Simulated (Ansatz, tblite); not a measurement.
Cost and result up the ladder for AlAs₂⁻ (3 atoms). Total charge -1; singlet. Geometry: PBE-D4/def2-TZVPD.

```
atom   x (Å)   y (Å)   z (Å)
 Al1   0.928  -1.168   0.281
 As2  -1.323   0.028   0.385
 As3   0.394   1.140  -0.666
```

Ansatz on 4 threads of Arm Neoverse V1 on a shared host; xTB runs through tblite on one thread. Times are rough, summed over both states, and most runs start from the orbitals of an earlier one. RPA@PBE/def2-TZVPD serves as the yardstick here, not as an exact answer. The other state is a quintet at its own geometry.

The xTB rows come from tblite. HSE06 is defined as in plane-wave codes, on full-range PBE exchange. Correlated methods freeze 23 core orbitals; core or outer-core shells of As are correlated, in sets that lack core-valence functions. At PBE0-D4/def2-TZVPD a singlet of charge -1 lies 2.25 eV below the quintet, each at its own geometry. The structure comes from a short search, and lower isomers may exist.

Run but left out: HF/STO-3G (singlet: restricted singlet, unstable in another Hartree–Fock run and untested here); HF/def2-TZVPD, HF/def2-TZVPPD (singlet: restricted singlet, unstable towards broken spin symmetry).

Correlated methods converge slowly with the basis.

xTB has no spin-polarisation term.

| level | functions | wall time |
| --- | --- | --- |
| GFN1-xTB | 27 | 0.006 s |
| GFN2-xTB | 27 | 0.012 s |
| LDA (SPW92)/def2-TZVPD | 151 | 2.1 s |
| PBE-D4/def2-TZVPD | 151 | 4.2 s |
| BLYP-D4/def2-TZVPD | 151 | 5 s |
| MP2/def2-TZVPD | 151 | 5.8 s |
| HSE06-D4/def2-TZVPD | 151 | 6.5 s |
| RPA@PBE/def2-TZVPD | 151 | 6.5 s |
| PBE0-D4/def2-TZVPD | 151 | 6.9 s |
| CAM-B3LYP-D4/def2-TZVPD | 151 | 8.3 s |
| r2SCAN-D4/def2-TZVPD (with forces) | 151 | 12 s |
| CCSD(T)/def2-TZVPPD | 156 | 54 s |

(1) Estimate what each level gives for the quintet − singlet (eV).

Results:

(1) 
| level | quintet − singlet (eV) | difference from RPA@PBE/def2-TZVPD (eV) | remarks |
| --- | --- | --- | --- |
| GFN1-xTB | 4.69 | 2.19 | – |
| GFN2-xTB | 2.74 | 0.24 | – |
| LDA (SPW92)/def2-TZVPD | 2.64 | 0.14 | HOMO above zero (quintet), HOMO above zero (singlet) |
| PBE-D4/def2-TZVPD | 2.36 | -0.14 | HOMO above zero (quintet), HOMO above zero (singlet) |
| BLYP-D4/def2-TZVPD | 2.58 | 0.08 | HOMO above zero (quintet), HOMO above zero (singlet) |
| MP2/def2-TZVPD | 2.52 | 0.02 | restricted SCF unstable (singlet) |
| HSE06-D4/def2-TZVPD | 2.25 | -0.25 | HOMO above zero (quintet) |
| RPA@PBE/def2-TZVPD | 2.50 | 0.00 | – |
| PBE0-D4/def2-TZVPD | 2.25 | -0.25 | HOMO above zero (quintet) |
| CAM-B3LYP-D4/def2-TZVPD | 2.45 | -0.05 | – |
| r2SCAN-D4/def2-TZVPD (with forces) | 2.13 | -0.37 | HOMO above zero (quintet), HOMO above zero (singlet) |
| CCSD(T)/def2-TZVPPD | 2.50 | 0.00 | restricted SCF unstable (singlet) |
